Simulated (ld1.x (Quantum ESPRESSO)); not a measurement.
## PBE ultrasoft dataset for magnesium, scalar-relativistic all-electron reference.

```
Element                 : magnesium (Mg)
Generator               : ld1.x (Quantum ESPRESSO) 7.5
Type                    : ultrasoft
Functional              : PBE
Relativity              : scalar-relativistic
Frozen core             : [He]
Valence charge          : 10
Reference configuration : 2s2 2p6 3s0 3p0 (charge +2)
Partial waves           : 2s (bound): rcut 1.05, rcutus 1.45 bohr; 3s (bound, empty): rcut 1.05, rcutus 1.45 bohr; 2p (bound): rcut 1.20, rcutus 1.50 bohr; 3p (bound, empty): rcut 1.20, rcutus 1.50 bohr; 3d channel at -0.05 Ry: rcut 1.20, rcutus 1.50 bohr
Local potential         : all-electron potential smoothed inside 1.25 bohr (lloc = -2)
Core correction         : Bessel-smoothed model core inside 0.85 bohr
Augmentation charge     : PSQ, inside the norm-conserving radii
```

- Cutoffs needed: 35 Ry and 60 Ry (the cutoffs (Ry, on a coarse ladder) from which the occupation-weighted sum of valence levels, in a spherical-Bessel basis at the reference potential, stays within 10 and 1 mRy of its value at 400 Ry) The cutoffs count occupied waves only; the empty 3p level needs 55 Ry at the loose tolerance.
- Ghost test: no extra level below or beside the all-electron valence levels (s, p, d, f tested) (spherical-Bessel basis up to 400 Ry, 20 bohr box)
- Configuration tests: test run stopped at test 4 of 7 (negative rho), 3 before it not solved; not counted: 2s2 2p6 3s2 3p0 (pseudo-atom not self-consistent, printed error -39.7 eV); 2s2 2p6 3s1 3p0 (pseudo-atom not self-consistent, printed error -1175 eV); 2s2 2p6 3s1.5 3p0 (pseudo-atom not self-consistent, printed error -17.6 eV)
- Lowest eigenvalue of the overlap operator: 0.11 (p channel)
- Density cutoff estimated by the generator: 273 Ry
